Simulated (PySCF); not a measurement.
PySCF input (M06-2X/6-311+G**):

```python
from pyscf import gto, dft

mol = gto.M(
    atom='''
    C    -1.52379400    0.06130300    0.07646200
    C    -0.32880700   -0.32837300   -0.77946200
    C     1.00776000   -0.07716800   -0.13590900
    O     1.16751700    0.39077000    0.96138700
    H    -1.52549400   -0.49086200    1.01625200
    H    -1.49533300    1.12247100    0.32386100
    H    -2.45717100   -0.14613900   -0.44755500
    H    -0.32357600    0.20529200   -1.73836000
    H    -0.35341500   -1.39076400   -1.05338400
    H     1.88390100   -0.36072600   -0.75845800
    ''',
    basis='6-311+g**',
    charge=0,
    spin=0,
    verbose=4,
)

mf = dft.RKS(mol, xc='m062x')
mf.grids.level = 4
mf.conv_tol = 1e-9
mf.max_cycle = 100
mf.max_memory = 1500
mf.kernel()
if not mf.converged:
    mf = mf.newton()
    mf.kernel(mf.make_rdm1())
mf.dip_moment()
```

Output:

```
PySCF version 2.14.0

[INPUT] verbose = 4
[INPUT] num. atoms = 10
[INPUT] num. electrons = 32
[INPUT] charge = 0
[INPUT] spin (= nelec alpha-beta = 2S) = 0
[INPUT] symmetry False subgroup None
[INPUT] Mole.unit = angstrom
[INPUT] Symbol           X                Y                Z      unit          X                Y                Z       unit  Magmom
[INPUT]  1 C     -1.523794000000   0.061303000000   0.076462000000 AA   -2.879553330255   0.115845880614   0.144492238936 Bohr   0.0
[INPUT]  2 C     -0.328807000000  -0.328373000000  -0.779462000000 AA   -0.621355177840  -0.620535036702  -1.472969704506 Bohr   0.0
[INPUT]  3 C      1.007760000000  -0.077168000000  -0.135909000000 AA    1.904390399292  -0.145826385580  -0.256830787864 Bohr   0.0
[INPUT]  4 O      1.167517000000   0.390770000000   0.961387000000 AA    2.206287375774   0.738448277696   1.816758129717 Bohr   0.0
[INPUT]  5 H     -1.525494000000  -0.490862000000   1.016252000000 AA   -2.882765864667  -0.927594744956   1.920437953541 Bohr   0.0
[INPUT]  6 H     -1.495333000000   1.122471000000   0.323861000000 AA   -2.825769835024   2.121162772767   0.612008592428 Bohr   0.0
[INPUT]  7 H     -2.457171000000  -0.146139000000  -0.447555000000 AA   -4.643380231224  -0.276162686118  -0.845756375680 Bohr   0.0
[INPUT]  8 H     -0.323576000000   0.205292000000  -1.738360000000 AA   -0.611470020482   0.387945655564  -3.285024305899 Bohr   0.0
[INPUT]  9 H     -0.353415000000  -1.390764000000  -1.053384000000 AA   -0.667857558313  -2.628163063905  -1.990607263999 Bohr   0.0
[INPUT] 10 H      1.883901000000  -0.360726000000  -0.758458000000 AA    3.560056935794  -0.681673346010  -1.433277896985 Bohr   0.0

nuclear repulsion = 118.585955925977
number of shells = 64
number of NR pGTOs = 188
number of NR cGTOs = 124
basis = 6-311+g**
ecp = {}

******** <class 'pyscf.dft.rks.RKS'> ********
method = RKS
initial guess = minao
damping factor = 0
level_shift factor = 0
DIIS = <class 'pyscf.scf.diis.CDIIS'>
diis_start_cycle = 1
diis_space = 8
diis_damp = 0
SCF conv_tol = 1e-09
SCF conv_tol_grad = None
SCF max_cycles = 100
direct_scf = True
direct_scf_tol = 1e-13
XC library pyscf.dft.libxc version 7.1.2
    S. Lehtola, C. Steigemann, M. J. T. Oliveira, and M. A. L. Marques,  SoftwareX 7, 1–5 (2018)
XC functionals = m062x
    Y. Zhao and D. G. Truhlar,  Theor. Chem. Acc. 120, 215 (2008)
    Y. Zhao and D. G. Truhlar,  Theor. Chem. Acc. 120, 215 (2008)
radial grids:
    Treutler-Ahlrichs [JCP 102, 346 (1995); DOI:10.1063/1.469408] (M4) radial grids

becke partition: Becke, JCP 88, 2547 (1988); DOI:10.1063/1.454033
pruning grids: <function nwchem_prune>
grids dens level: 4
symmetrized grids: False
atomic radii adjust function: <function treutler_atomic_radii_adjust>
small_rho_cutoff = 0
Set gradient conv threshold to 3.16228e-05
Initial guess from minao.
tot grids = 208336
init E= -193.542113140664
  HOMO = -0.321417077694161  LUMO = -0.0729067506541661  gap/eV = 6.76231
cycle= 1 E= -192.991882980529  delta_E= 0.55  |g|= 0.738  |ddm|= 2.36
  HOMO = -0.201676479271391  LUMO = -0.00142750099410804  gap/eV = 5.44905
cycle= 2 E= -192.810760693028  delta_E= 0.181  |g|= 1.27  |ddm|= 2.26
  HOMO = -0.325956187378221  LUMO = 0.00811600966835143  gap/eV = 9.09057
cycle= 3 E= -193.107838640005  delta_E= -0.297  |g|= 0.0591  |ddm|= 1.73
  HOMO = -0.331590791915943  LUMO = 0.0112013108726608  gap/eV = 9.32785
cycle= 4 E= -193.108551002326  delta_E= -0.000712  |g|= 0.0403  |ddm|= 0.0933
  HOMO = -0.331908935975026  LUMO = 0.0121571931860639  gap/eV = 9.36252
cycle= 5 E= -193.108935193633  delta_E= -0.000384  |g|= 0.00794  |ddm|= 0.0397
  HOMO = -0.332604502831295  LUMO = 0.012181403475323  gap/eV = 9.38210
cycle= 6 E= -193.1089532117  delta_E= -1.8e-05  |g|= 0.00222  |ddm|= 0.0145
  HOMO = -0.333009715026705  LUMO = 0.012221684533556  gap/eV = 9.39422
cycle= 7 E= -193.108954634105  delta_E= -1.42e-06  |g|= 0.000553  |ddm|= 0.0056
  HOMO = -0.332977053263502  LUMO = 0.0122225493158782  gap/eV = 9.39336
cycle= 8 E= -193.108954705459  delta_E= -7.14e-08  |g|= 0.000161  |ddm|= 0.000766
  HOMO = -0.33300226059033  LUMO = 0.0122229482261039  gap/eV = 9.39406
cycle= 9 E= -193.108954711593  delta_E= -6.13e-09  |g|= 2.67e-05  |ddm|= 0.000204
  HOMO = -0.333006248828632  LUMO = 0.0122231604390816  gap/eV = 9.39417
cycle= 10 E= -193.108954711739  delta_E= -1.46e-10  |g|= 7.6e-06  |ddm|= 4.67e-05
  HOMO = -0.333005087585459  LUMO = 0.012223289845604  gap/eV = 9.39414
Extra cycle  E= -193.108954711739  delta_E= 5.68e-14  |g|= 7.35e-06  |ddm|= 1.2e-05
converged SCF energy = -193.108954711739
Dipole moment(X, Y, Z, Debye): -0.98145, -1.04894, -2.48690
```

The geometry given is a B3LYP-D3(BJ)/def2-TZVP minimum.
